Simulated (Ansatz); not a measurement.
`NC[SiH2][AlH2]` + SiH₄ → `[AlH2][SiH2][SiH3]` + CH₃NH₂  (formal exchange of groups at the Si–C bond)

Calculated with Ansatz (gas phase, PBE0-D4/def2-TZVP geometries, no zero-point term in ΔE). CCSD(T)/CBS adds triple-zeta CCSD(T) − MP2 to the extrapolated MP2 energy (def2 sets, frozen cores). This one scheme is used for every species. Functionals use def2-TZVPP. B3LYP here is the variant with VWN-RPA as its local correlation; programs differ in this. One conformer a species, not always the lowest.

```tsv
level	ΔE (kJ/mol)	difference from CCSD(T)/CBS
PBE-D4	-39.3	-9.5
r2SCAN-D4	-35.3	-5.5
PBE0-D4	-38.6	-8.8
B3LYP-D4	-29.9	-0.1
ωB97X-V	-28.8	1.0
ωB97M-V	-24.4	5.4
B2PLYP	-28.3	1.5
PBE	-40.0	-10.2
r2SCAN	-35.6	-5.8
PBE0	-39.1	-9.3
B3LYP	-30.8	-1.0
HF/def2-TZVPP	-25.0	4.8
MP2/def2-TZVPP	-24.7	5.1
SCS-MP2/def2-TZVPP	-23.1	6.7
CCSD/def2-TZVPP	-28.4	1.4
CCSD(T)/def2-TZVPP	-28.9	0.9
HF/def2-QZVPP	-24.6	5.2
MP2/def2-QZVPP	-25.1	4.7
SCS-MP2/def2-QZVPP	-23.6	6.2
HF/CBS(def2)	-24.6	5.2
MP2/CBS(def2)	-25.7	4.1
CCSD/CBS(def2)	-29.4	0.4
CCSD(T)/CBS	-29.8	0
```

Largest T1 diagnostic among the species: 0.013.
